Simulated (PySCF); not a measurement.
3-methylthietane (C₄H₈S), SMILES CC1CSC1.

Geometry optimised at ωB97X-D3(BJ)/def2-SVP.

Computed with r2SCAN/def2-TZVP run with PySCF.

Gas-phase values at a fixed geometry.

The total energy comes out as -555.35220 hartree and the point group is Cs. The highest occupied level comes out as -5.24 eV and the lowest empty level comes out as -0.47 eV. The orbital gap is 4.76 eV, the dipole moment comes out as 0.442 e·Å and the quadrupole, principal values (traceless, Buckingham form, about the centre of nuclear charge) comes out as -4.69, 0.12, 4.57 D·Å. The mean static polarisability is 65.2 bohr³ (9.67 Å³) and the polarisability, principal values is 53.5, 65.6, 76.6 bohr³.
